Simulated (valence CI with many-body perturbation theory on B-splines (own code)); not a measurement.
Mn18+: E2, M1 decay

Method: relativistic CI+MBPT: five valence electrons over a frozen Dirac-Fock core [He], a basis of 11 s, 11 p, 10 d, 8 f, 5 g, 2 h functions for each j, with the one-electron correlation potential Σ1 (screened to all orders), the two-electron term Σ2, the three-electron term Σ3, Breit, model QED; selected single and double excitations, second order for the rest, scaled by the run's own slope (own B-spline code, finite nucleus).

No measured levels were compared; by estimate levels of excited configurations hold to 0.05 to 0.15 % of their energy, terms of the ground configuration to about 0.5 %. Among the levels kept, up to 5400 cm⁻¹ of a level comes from second order outside the variational space, and about a tenth of that is noise between levels of different J, which matters for small intervals.

Lines 1 to 41 of 41 in falling wavelength, among levels below 73.533 Ry, chosen from the decays that carry over 1 % of a level's rate. Wavelengths and rates use the calculated energies, so an error of 600 cm⁻¹ moves a line at 90.29 nm by 0.54 % and its rate by three times that or more. Electric multipoles are in the length gauge with retardation, E1 and E2 with the static RPA response of the core. M1 uses the relativistic operator with retardation. S is in atomic units (e²a₀⁴ for E2 and M2, e²a₀⁶ for E3), for M1 in squared Bohr magnetons. Weak lines are less certain than strong ones. Lines between different terms over intervals too small for the method are left out, as are lines whose strength nearly cancels. The highest levels of a list are the least certain.

Names give the largest LS component (configuration and term), which can be under half, so a name can repeat, a term be missing and a line seem to break the LS rules; names also repeat where a configuration has a term twice. Letters in brackets count levels of one name in rising energy.

```
λ vac (nm)                   Upper            Lower  Type   A (s⁻¹)  S (a.u.)
     324.2         2s2 2p3 2D°_5/2  2s2 2p3 2D°_3/2    M1  2.44e+02  1.85e+00
     201.7         2s2 2p3 2P°_3/2  2s2 2p3 2P°_1/2    M1  8.15e+02  9.92e-01
     90.29         2s2 2p3 2P°_1/2  2s2 2p3 2D°_3/2    M1  4.39e+03  2.40e-01
     77.23         2s2 2p3 2P°_3/2  2s2 2p3 2D°_5/2    M1  7.74e+03  5.29e-01
     75.69         2s2 2p3 2D°_3/2  2s2 2p3 4S°_3/2    M1  9.68e+03  6.22e-01
     62.37         2s2 2p3 2P°_3/2  2s2 2p3 2D°_3/2    M1  2.58e+04  9.29e-01
     61.36         2s2 2p3 2D°_5/2  2s2 2p3 4S°_3/2    M1  6.42e+02  3.30e-02
     41.17         2s2 2p3 2P°_1/2  2s2 2p3 4S°_3/2    M1  2.00e+04  1.04e-01
     34.19         2s2 2p3 2P°_3/2  2s2 2p3 4S°_3/2    M1  2.20e+04  1.31e-01
     1.521      2s2 2p2 3p 4D°_1/2  2s2 2p3 2D°_3/2    E2  5.52e+08  8.01e-04
     1.516      2s2 2p2 3p 2S°_1/2  2s2 2p3 2D°_5/2    E2  7.68e+08  1.10e-03
     1.514  2s2 2p2 3p 2P°_1/2 [a]  2s2 2p3 2P°_3/2    E2  5.31e+08  7.55e-04
     1.509      2s2 2p2 3p 2S°_1/2  2s2 2p3 2D°_3/2    E2  6.81e+08  9.53e-04
     1.507  2s2 2p2 3p 2D°_5/2 [a]  2s2 2p3 2P°_1/2    E2  4.23e+08  1.76e-03
     1.504      2s2 2p2 3p 4P°_5/2  2s2 2p3 2D°_5/2    E2  8.95e+08  3.69e-03
     1.503      2s2 2p2 3p 2F°_5/2  2s2 2p3 2P°_3/2    E2  8.49e+08  3.49e-03
     1.503      2s2 2p2 3p 4P°_3/2  2s2 2p3 2D°_3/2    E2  7.80e+08  2.14e-03
     1.502  2s2 2p2 3p 2D°_3/2 [a]  2s2 2p3 2D°_5/2    E2  5.09e+08  1.39e-03
     1.500      2s2 2p2 3p 2F°_7/2  2s2 2p3 2P°_3/2    E2  3.07e+08  1.67e-03
     1.500      2s2 2p2 3p 4D°_7/2  2s2 2p3 2D°_5/2    E2  1.59e+08  8.62e-04
     1.499      2s2 2p2 3p 4P°_1/2  2s2 2p3 2D°_3/2    E2  5.01e+08  6.76e-04
     1.495  2s2 2p2 3p 2D°_3/2 [a]  2s2 2p3 2D°_3/2    E2  9.70e+08  2.58e-03
     1.494  2s2 2p2 3p 2D°_5/2 [b]  2s2 2p3 2P°_3/2    E2  8.70e+08  3.47e-03
     1.491      2s2 2p2 3p 4D°_1/2  2s2 2p3 4S°_3/2    E2  1.06e+09  1.39e-03
     1.489  2s2 2p2 3p 2D°_5/2 [a]  2s2 2p3 2D°_5/2    E2  8.19e+08  3.21e-03
     1.485  2s2 2p2 3p 2P°_1/2 [a]  2s2 2p3 2D°_5/2    E2  1.51e+09  1.94e-03
     1.482      2s2 2p2 3p 4D°_3/2  2s2 2p3 4S°_3/2    E2  9.95e+08  2.54e-03
     1.480      2s2 2p2 3p 2S°_1/2  2s2 2p3 4S°_3/2    E2  3.08e+08  3.91e-04
     1.478  2s2 2p2 3p 2P°_1/2 [a]  2s2 2p3 2D°_3/2    E2  8.22e+08  1.04e-03
     1.473        2s 2p3 3p 4F_9/2    2s 2p4 4P_5/2    E2  1.31e+09  8.13e-03
     1.472      2s2 2p2 3p 4D°_5/2  2s2 2p3 4S°_3/2    E2  1.03e+09  3.80e-03
     1.472      2s2 2p2 3p 2F°_7/2  2s2 2p3 2D°_5/2    E2  9.71e+08  4.79e-03
     1.472  2s2 2p2 3p 2P°_1/2 [c]  2s2 2p3 2P°_3/2    E2  8.49e+08  1.05e-03
     1.468      2s2 2p2 3p 2F°_5/2  2s2 2p3 2D°_3/2    E2  6.46e+08  2.36e-03
     1.465      2s2 2p2 3p 2F°_7/2  2s2 2p3 2D°_3/2    E2  4.94e+08  2.38e-03
     1.464      2s2 2p2 3p 4D°_7/2  2s2 2p3 4S°_3/2    E2  1.19e+09  5.73e-03
     1.318   2s 2p3 3d 2G°_9/2 [a]  2s2 2p3 2D°_5/2    E2  6.74e+09  2.39e-02
     1.302   2s 2p3 3d 4F°_9/2 [b]  2s2 2p3 2D°_5/2    E2  1.68e+09  5.62e-03
     1.291   2s 2p3 3d 2G°_7/2 [b]  2s2 2p3 2P°_3/2    E2  3.24e+09  8.28e-03
     1.270   2s 2p3 3d 2G°_9/2 [b]  2s2 2p3 2D°_5/2    E2  3.71e+09  1.09e-02
     1.265   2s 2p3 3d 2G°_7/2 [b]  2s2 2p3 2D°_3/2    E2  1.66e+09  3.83e-03
```
